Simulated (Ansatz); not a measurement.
Total energies of the cluster Sn2H3 from Ansatz at PBE-D4/def2-TZVP, gas phase (1 Eh = 27.2114 eV = 2625.5 kJ/mol). The reference geometry is relaxed at PBE0-D4/def2-TZVP.

Cartesian coordinates in Å:
```
Sn 0.495 -0.948 1.852
Sn -0.508 0.418 -0.332
H 1.850 -1.368 0.787
H -1.984 1.311 -0.392
H 0.147 0.588 -1.916
```

```tsv
state	geometry	energy (Eh)
charge 0 doublet	reference	-430.36181
charge 1 singlet	reference	-430.08550
charge 1 singlet	relaxed at PBE0-D4/def2-TZVP	-430.11086
charge 0 quartet	relaxed at PBE0-D4/def2-TZVP	-430.30948
free Sn atom (triplet)	–	-214.24935
free H atom (doublet)	–	-0.49962
```

In the def2 sets Sn takes a core potential; there is no spin–orbit coupling.

(1) Work out the vertical ionisation energy to the singlet.

(2) How much does the charge 1 singlet relax, and what is the adiabatic ionisation energy?

(3) Which of the charge 0 states is lowest, and how far above it are the others?

(4) What is the binding energy per atom against free atoms?

(1) E(charge 1 singlet) − E(charge 0 doublet) = -430.08550 − (-430.36181) = 0.27631 Eh = 7.52 eV. For comparison, −ε of the highest occupied level of the spin that leaves is 4.98 eV at this level, 2.54 eV less.

(2) Relaxation: -430.08550 − (-430.11086) = 0.02536 Eh = 0.69 eV. Adiabatic ionisation energy: 0.25095 Eh = 6.83 eV, without zero-point energy. 

(3) The doublet. quartet: -430.30948 − (-430.36181) = 0.05233 Eh = 137.4 kJ/mol.

(4) Atoms: 2 × (-214.24935) + 3 × (-0.49962) = -429.99756 Eh. Binding: -429.99756 − (-430.36181) = 0.36425 Eh = 9.91 eV, or 1.98 eV for each of 5 atoms (no zero-point energy, no counterpoise term).

The restricted singlet is unstable towards broken spin symmetry in Hartree–Fock (as tested in another run); at PBE-D4/def2-TZVP this wasn't settled. 

The structure comes from a short search, and lower isomers may exist.
